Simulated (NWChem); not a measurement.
# C2H4F2Si; SMILES F[SiH2]C(F)=C

```xyz
9

C     -1.4760     1.1160     0.0000
C     -0.1761     0.8319     0.0000
F      0.7447     1.8423     0.0000
Si     0.6282    -0.8618     0.0000
F     -0.5678    -1.9483     0.0000
H     -2.2011     0.3096     0.0000
H     -1.8387     2.1402     0.0000
H      1.4581    -1.0374     1.2164
H      1.4581    -1.0374    -1.2164
```
Atoms are numbered in this order, from 1.

All runs: NWChem. Pople sets run with spherical d functions. The geometry was optimised at B3LYP/6-31G* (spherical d). Level: B3LYP/6-31G* with SMD (1 M gas to 1 M solution), gas-phase geometry. Reactions with the solvent are ignored.

What does the run give for solvent toluene? Quantities: solvation free energy (kcal/mol); cavity-dispersion-structure term (kcal/mol); dipole in solution (D).

The solvation free energy (kcal/mol) comes out as -0.9 and the cavity-dispersion-structure term (kcal/mol) comes out as 0.5. The dipole in solution (D) is 0.26.
